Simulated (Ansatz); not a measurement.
```yaml
crystal:
  periodic: [false, false, false]
  atoms:
    - {symbol: Ba, position_ang: [-1.069791, 1.700288, -3.101134]}
    - {symbol: Ba, position_ang: [-0.892114, -1.633808, -0.151713]}
    - {symbol: Ba, position_ang: [-1.747804, 2.170176, 1.580036]}
    - {symbol: Ba, position_ang: [2.929676, -0.117541, -1.288803]}
    - {symbol: Ba, position_ang: [1.550419, -1.312667, 3.574656]}
    - {symbol: Se, position_ang: [2.152573, -2.147139, 0.812239]}
    - {symbol: Se, position_ang: [-2.905635, 0.808837, -0.871419]}
    - {symbol: Se, position_ang: [0.520086, -0.867052, -2.972481]}
    - {symbol: Se, position_ang: [0.658426, 1.908054, -0.447297]}
    - {symbol: Se, position_ang: [-1.195847, -0.509149, 2.865934]}
basis:
  gaussian: {orbitals: def2-TZVP, initial_orbitals: start.molden}
total_charge: 1
magnetization: {spin_polarized: true, initial_magnetization: 1}
hamiltonian: {xc: pbe0, dispersion: d4}
scf: {omitted_lower_state_checks: [starts]}
output: {orbitals: {seedname: orbitals}}
```

The file start.molden holds the orbitals of an earlier run on this structure, at another level or in another basis.

```sh
$ ansatz run in.yaml --threads 6 --pin off --events-out ev --progress --plain --max-ram 7833MiB
```

(1) Does this run fit into the memory that it is given?

## Answers

(1) No. It has 440 basis functions, and Ansatz plans for 9 GiB where 8 GiB are given.
